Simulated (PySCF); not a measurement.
calicene (C8H6), SMILES C1=CC(=C2C=C2)C=C1.

Coordinates come from a PBE-D3(BJ)/def2-SVP optimisation.

Level of theory: PBE-D3(BJ)/def2-SVP (PySCF).

Harmonic, unscaled wavenumbers; measured fundamentals usually lie a few per cent lower.

Computed vibrational spectrum:
```tsv
mode	ν (cm⁻¹)	IR (km/mol)	moving atoms (share of kinetic energy)
1	135	6.0	C 83 %, H 17 %
2	140	1.8	C 78 %, H 22 %
3	204	0.0	C 67 %, H 33 %
4	424	8.1	C 76 %, H 24 %
5	476	1.1	C 78 %, H 22 %
6	479	0.0	C 89 %, H 11 %
7	577	0.0	C 72 %, H 28 %
8	623	5.6	C 54 %, H 46 %
9	683	0.0	H 75 %, C 25 %
10	710	71.1	H 66 %, C 34 %
11	744	32.9	H 54 %, C 46 %
12	803	1.4	C 90 %, H 10 %
13	858	18.5	C 53 %, H 47 %
14	868	0.0	H 76 %, C 24 %
15	895	0.0	H 72 %, C 28 %
16	902	0.0	H 68 %, C 32 %
17	910	8.7	C 54 %, H 46 %
18	912	21.0	H 69 %, C 31 %
19	1007	5.7	C 56 %, H 44 %
20	1030	9.9	H 90 %, C 10 %
21	1046	10.6	H 85 %, C 15 %
22	1075	13.2	C 71 %, H 29 %
23	1183	1.7	H 58 %, C 42 %
24	1203	22.0	C 88 %, H 12 %
25	1309	0.6	C 78 %, H 22 %
26	1372	67.8	C 69 %, H 31 %
27	1469	61.5	C 91 %, H 9 %
28	1545	0.5	C 88 %, H 12 %
29	1560	88.6	C 92 %, H 8 %
30	1804	456.4	C 96 %
31	3137	2.7	H 92 %
32	3148	7.2	H 92 %, C 8 %
33	3164	16.1	H 91 %, C 9 %
34	3170	7.7	H 90 %, C 10 %
35	3183	6.9	H 92 %
36	3222	13.5	H 87 %, C 13 %
```
